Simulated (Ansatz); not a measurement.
Name a neutral molecule of B, C, S and H with size of the dipole moment (PBE/def2-TZVPP) between 0.90 and 1.20 D and HOMO energy (ωB97M-V/def2-TZVPP) between -10.30 and -10.00 eV (Ansatz, PBE0-D4/def2-TZVP geometry).

`CCB(C)S` (1.19 D, -10.03 eV); `CB(C)S` (1.08 D, -10.03 eV). Other molecules can fit too; these were computed, each in one conformer that needn't be the lowest.
